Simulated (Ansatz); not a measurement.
The cluster Y₄⁻. The state is a doublet with charge -1. Geometry r2SCAN-D4/def2-SVPD.

```xyz
4

Y     1.2393   -0.3276    0.9511
Y    -1.2565    0.2700   -0.9385
Y    -0.3858    2.4989    1.3045
Y     0.4030   -2.4413   -1.3171
```

In the def2 sets Y takes a core potential; there is no spin–orbit coupling. At revPBE-D4/def2-TZVPD, r2SCAN-D4/def2-TZVPD, B97M-V/def2-TZVPD, PBE0-D4/def2-SVPD and others the charge -1 doublet is spin-contaminated (final ⟨S²⟩ up to 2.98, 0.75 for a pure state). At revPBE-D4/def2-TZVPD, r2SCAN-D4/def2-TZVPD, B97M-V/def2-TZVPD the highest occupied level of the charge -1 doublet lies above zero (up to 0.40 eV). It is a level of α spin, whose loss leaves a singlet; that state wasn't run at this geometry and level. The electron is either unbound and held by the finite basis, or the level is raised by self-interaction error. The geometry of the doublet was relaxed on an unsound state (⟨S²⟩ 3.40, where a pure state has 0.75). The order of the spin states hangs on the level: the quartet lies 0.06 eV below the doublet at r2SCAN-D4/def2-TZVPD, but 0.01 eV above it at revPBE-D4/def2-TZVPD. The doublet is doubtful at r2SCAN-D4/def2-TZVPD (⟨S²⟩ 2.98, where a pure state has 0.75). The quartet is doubtful at r2SCAN-D4/def2-TZVPD (⟨S²⟩ 5.46, where a pure state has 3.75). The doublet is doubtful at revPBE-D4/def2-TZVPD (⟨S²⟩ 1.61, where a pure state has 0.75). The quartet is doubtful at revPBE-D4/def2-TZVPD (⟨S²⟩ 4.32, where a pure state has 3.75). The structure comes from a short search, and lower isomers may exist.

Question: Estimate the α-spin orbital energies around the gap (eV) in Ansatz with revPBE-D4/def2-TZVPD, r2SCAN-D4/def2-TZVPD, B97M-V/def2-TZVPD, PBE0-D4/def2-SVPD, ωB97X-V/def2-TZVPD.

Answer: 
```csv
orbital,revPBE-D4/def2-TZVPD,r2SCAN-D4/def2-TZVPD,B97M-V/def2-TZVPD,PBE0-D4/def2-SVPD,ωB97X-V/def2-TZVPD
HOMO−5,-0.83,-1.07,-0.93,-1.61,-3.47
HOMO−4,-0.45,-0.68,-0.48,-1.14,-2.72
HOMO−3,-0.10,-0.48,-0.03,-0.87,-2.54
HOMO−2,0.04,-0.18,0.08,-0.70,-2.48
HOMO−1,0.31,0.02,0.31,-0.30,-1.87
HOMO,0.40,0.13,0.38,-0.18,-1.38
LUMO,0.70,0.81,0.71,1.33,2.54
LUMO+1,0.79,0.85,0.76,1.37,2.63
LUMO+2,0.85,0.92,0.87,1.49,3.05
LUMO+3,0.95,0.96,0.94,1.51,3.08
LUMO+4,1.22,1.21,1.06,1.60,3.11
LUMO+5,1.22,1.24,1.12,1.65,3.17
β HOMO,0.33,-0.04,0.34,-0.36,-1.85
β LUMO,0.78,0.83,0.81,1.37,2.43
```
